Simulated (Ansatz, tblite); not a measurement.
Removing an electron: BiH2(OEt) (C₂H₇BiO). Total charge 0; singlet. Geometry: PBE0-D4/def2-SVP. Ansatz, gas phase; energy differences of separate SCF runs; the oxidised species was run as a doublet alone.

```xyz
11

Bi    0.933   -1.570   -1.903
H    -0.056   -1.120   -3.337
H     2.019   -0.150   -2.204
O    -0.363   -0.525   -0.602
C     0.208    0.063    0.530
C    -0.898    0.665    1.371
H     0.775   -0.670    1.148
H     0.936    0.858    0.255
H    -0.493    1.145    2.276
H    -1.449    1.419    0.789
H    -1.612   -0.116    1.676
```

In the def2 sets Bi takes a core potential; there is no spin–orbit coupling. The xTB rows come from tblite.

(1) Estimate orbital energies and vertical ionisation energies at: GFN1-xTB; GFN2-xTB; PBE-D4/def2-TZVP; r2SCAN-D4/def2-TZVP; PBE0-D4/def2-TZVP.

## Answers

(1) 
| level | −HOMO (eV) | vertical IE (eV) | −LUMO (eV) | HOMO–LUMO gap (eV) |
| --- | --- | --- | --- | --- |
| GFN1-xTB | 10.67 | 13.87 | 4.07 | 6.60 |
| GFN2-xTB | 10.35 | 13.25 | 4.65 | 5.70 |
| PBE-D4/def2-TZVP | 5.58 | 8.66 | 2.05 | 3.53 |
| r2SCAN-D4/def2-TZVP | 5.88 | 8.76 | 1.80 | 4.08 |
| PBE0-D4/def2-TZVP | 7.00 | 8.89 | 1.28 | 5.72 |

Relaxing the oxidised species (PBE0-D4/def2-SVP) changes its energy by -0.18 eV at PBE0-D4/def2-TZVP, so the adiabatic ionisation energy to this nearest minimum is 8.71 eV. At PBE-D4/def2-TZVP it is 8.55 eV.    Raw xTB energy differences between charge states are shifted by several eV; the methods need an empirical correction for them.
